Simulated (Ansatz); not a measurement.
Computed with Ansatz on PBE0-D4/def2-TZVP structures; ΔE is electronic, products minus reactants. CCSD(T)/CBS is the MP2 limit (def2-TZVPP, def2-QZVPP) plus CCSD(T) − MP2 in def2-TZVPP, frozen cores. This one scheme is used for every species. Functionals use def2-TZVPP. B3LYP here is the variant with VWN-RPA as its local correlation; programs differ in this. HSE06 is defined as in plane-wave codes. def2 core potentials past Kr. For Ge, Te outer-core shells are correlated without core-valence functions, which leaves a few kJ/mol of doubt a bond. Scalar relativity is left out up to krypton.

Reaction (formal exchange of groups at a Te–Ge bond): `C[Te][GeH3]` + CH₄ → dimethyl telluride + GeH₄

```
             level  ΔE (kJ/mol)  difference from CCSD(T)/CBS
       LDA (SPW92)        101.5                         -0.4
         revPBE-D4        102.1                          0.2
         r2SCAN-D4        107.0                          5.1
           PBE0-D4        108.0                          6.1
          B3LYP-D4        105.9                          4.0
          HSE06-D4        108.4                          6.5
          BHLYP-D4        110.3                          8.4
           ωB97X-V        101.1                         -0.8
               PBE        103.9                          2.0
              BLYP        101.3                         -0.6
            r2SCAN        106.7                          4.8
             HSE06        106.9                          5.0
     HF/def2-TZVPP        106.3                          4.4
SCS-MP2/def2-QZVPP        101.5                         -0.4
     MP2/CBS(def2)        107.0                          5.1
    CCSD/CBS(def2)        102.3                          0.4
       CCSD(T)/CBS        101.9                            0
```

Largest T1 diagnostic among the species: 0.012.

Leaving LDA and LC-ωPBE aside and taking each functional with its dispersion term where it has one, the values, not all of them listed here, spread over 12.3 kJ/mol, from B97M-V to BHLYP-D4. At CCSD(T), def2-SVP lies +5.8 kJ/mol from the extrapolated value and def2-TZVPP −2.1 kJ/mol. From BLYP to BHLYP (50 % exact exchange), in def2-TZVPP and without D4, ΔE moves by +4.3 kJ/mol.
